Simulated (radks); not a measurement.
Problem. Successive ionisation energies (eV) of one element, from differences of total energies of ions in their ground configurations, starting at charge 0: 8.367, 21.052, 38.101, 57.971, 80.184, 104.41, 138.88, 168.10, 198.99, 231.44, 265.34, 368.01, 401.71, 435.39, 480.96, 517.45, 553.79, 631.39, 672.07, 1695.9, 1803.6, 1910.7. Calculated with a radial shooting solver on a logarithmic mesh with Libxc functionals: scalar-relativistic Kohn-Sham, PBEsol, spin-polarised, spherical densities, finite nucleus; open shells are filled with parallel spins first; Fermi nuclear charge, rms radius 3.8823 fm. Which element is it?

Solution. Copper (Z = 29). The first species listed is Cu in [Ar] 3d10 4s1, the last Cu21+ in [He] 2s2 2p4.
